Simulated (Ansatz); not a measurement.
## C2HBF2 (SMILES C#CB(F)F): the energy, rung by rung

The species is C2HBF2 (6 atoms), meant as a singlet with charge 0. As SMILES, `C#CB(F)F`. Geometry: optimised at B3LYP/def2-SVP.

| atom | x (Å) | y (Å) | z (Å) |
| --- | --- | --- | --- |
| C | -0.8901 | 0.4542 | 1.2623 |
| C | -0.2182 | 0.1063 | 0.3106 |
| B | 0.6260 | -0.3313 | -0.8841 |
| F | 0.1587 | -1.1842 | -1.7764 |
| F | 1.8499 | 0.1294 | -1.0626 |
| H | -1.4843 | 0.7617 | 2.1041 |

Each level gives the adiabatic ionisation energy (to the doublet cation, shapes relaxed at B3LYP/def2-SVP, no zero-point term) (eV). The values are calculated.

```
             level                    kind  program  value (eV)  less CCSD(T)/def2-SVP  CPU time (all runs)
       HF/def2-SVP            Hartree–Fock   Ansatz       10.04                  -1.10                  6 s
    SVWN5/def2-SVP                     LDA   Ansatz       11.48                  +0.34                  3 s
      PBE/def2-SVP                     GGA   Ansatz       11.14                   0.00                6.4 s
   r2SCAN/def2-SVP                meta-GGA   Ansatz       11.16                  +0.02                 15 s
    B3LYP/def2-SVP           global hybrid   Ansatz       11.25                  +0.11                7.5 s
CAM-B3LYP/def2-SVP  range-separated hybrid   Ansatz       11.28                  +0.14                8.7 s
   B2PLYP/def2-SVP           double hybrid   Ansatz       11.24                  +0.10                8.2 s
  RPA@PBE/def2-SVP                     RPA   Ansatz       11.18                  +0.04                 13 s
  CCSD(T)/def2-SVP   coupled cluster or CI   Ansatz       11.14                   0.00                 25 s
```

CCSD(T)/def2-SVP is the highest level here, not the true value. The values span 10.04 to 11.48 eV. Times are those of the runs behind each value, whatever else they computed, on shared processors of several kinds: orders of magnitude only.
